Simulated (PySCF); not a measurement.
# Continuum solvent and chemical shifts

Atoms are numbered as in `[BH2:1][NH:2][BH:3][CH:4]([CH3:5])[CH3:6]`. Hydrogens are named by the atom that carries them.

GIAO PBE0/pcSseg-1 in PySCF 2.14 on one PBE0-D3(BJ)/def2-SVP conformer, non-relativistic, equivalent nuclei averaged. Solvents enter as an IEF-PCM continuum (chloroform with ε = 4.7) around the gas-phase geometry. Shifts are referred to BF3·OEt2, TMS computed in the same medium.

Gas phase, δ in ppm: B3 57.8, B1 52.3, C4 25.3, C5/C6 18.9, H(N2) 6.95, H(B1) 5.55, H(B3) 5.39, H(C5)/H(C6) 1.00, H(C4) 0.76. Dipole moment 1.53 D.

**Question.** How does each δ change in the continuum?

**Answer.** 
```
      atoms                           environment  Δδ, chloroform
         B3               boron bonded to C, N, H            +0.5
         B1                boron bonded to N, 2 H            -0.3
         C4                    sp3 CH bonded to B            +0.1
      C5/C6                         methyl carbon            +0.2
      H(N2)  hydrogen on a nitrogen bonded to 2 B           +0.44
      H(B1)       hydrogen on a boron bonded to N           -0.11
      H(B3)    hydrogen on a boron bonded to C, N           -0.12
H(C5)/H(C6)           hydrogen on a methyl carbon           -0.01
      H(C4)     hydrogen on an sp3 CH bonded to B           +0.15
```

Changes are relative to the gas phase. The dipole moment becomes 1.88 D in chloroform.

**Question.** Which of the listed nuclei move most (in ppm), and what does the model miss? (N and O are left out, as their reference compounds move with the solvent too.)

**Answer.** B3 (boron bonded to C, N, H, +0.5 ppm) and H(N2) (hydrogen on a nitrogen bonded to 2 B, +0.44 ppm) in chloroform. A continuum only polarises the solute; specific hydrogen bonds, the anisotropy of aromatic solvents and changes of geometry or conformer are outside it.
